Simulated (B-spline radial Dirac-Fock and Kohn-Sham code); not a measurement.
How the binding energies of Rb add up

System: the free rubidium atom in the configuration [Kr] 5s1; nuclear rms radius 4.2036 fm (A = 85).

The run's input, task.json:

```json
{"items": [{
  "Z": 37,
  "q": 0,
  "cfg": [[1, 0, 2], [2, 0, 2], [2, 1, 6], [3, 0, 2], [3, 1, 6], [3, 2, 10], [4, 0, 2], [4, 1, 6], [5, 0, 1]],
  "A": 85,
  "rrms": 4.2036,
  "do": ["binding"],
  "screen": [5, 0]
}]}
```

Command: `python xray_run.py task.json out`

Calculated with a radial finite-basis atomic code, using relaxed Dirac-Fock hole states (ΔSCF) with Breit and QED corrections and a finite nucleus. Correlation energy is missing from these numbers. Energies are counted from the vacuum level. Subshells whose hole state is unreliable or did not converge are left out.

All terms are in eV, carry their sign (relaxation lowers the binding energy) and add up to the binding energy; ⟨r⟩ is the mean radius of the orbital in the initial state.

```csv
subshell,−ε (Koopmans),relaxation,Breit,self-energy,vacuum polarisation,binding energy,⟨r⟩ (bohr)
K (1s),15296.4,-55.08,-24.10,-13.25,1.41,15205.4,0.040
L1 (2s),2108.9,-28.05,-1.88,-1.47,0.14,2077.7,0.177
L2 (2p1/2),1905.2,-30.65,-3.26,0.16,-0.01,1871.5,0.152
L3 (2p3/2),1844.0,-30.09,-2.14,0.03,-0.01,1811.7,0.156
M1 (3s),341.8,-9.49,-0.19,-0.24,0.02,331.9,0.507
M2 (3p1/2),267.2,-9.55,-0.37,0.03,0.00,257.3,0.509
M3 (3p3/2),257.6,-9.32,-0.20,0.01,0.00,248.0,0.519
M4 (3d3/2),127.2,-9.83,-0.03,0.03,0.00,117.4,0.521
M5 (3d5/2),125.6,-9.73,0.04,0.02,0.00,115.9,0.524
N2 (4p1/2),22.65,-1.72,-0.02,0.01,0.00,20.91,1.703
N3 (4p3/2),21.67,-1.66,0.00,0.00,0.00,20.01,1.739
O1 (5s),3.81,-0.01,0.00,0.00,0.00,3.80,5.545
```

For the deepest level, K (1s), the Breit terms make up -0.158 % of the binding energy, QED -0.078 % and orbital relaxation -0.362 %.

Spin-orbit splittings: 2p 59.74 eV, 3p 9.23 eV, 3d 1.48 eV, 4p 0.91 eV.

Going to the tabulated ground configuration of the next ion removes an electron from O1 (5s), computed at 3.80 eV. NIST lists 4.177128 eV as the ionisation energy of this species (measured), +0.38 eV from the computed value. The gap is mostly the missing electron correlation.
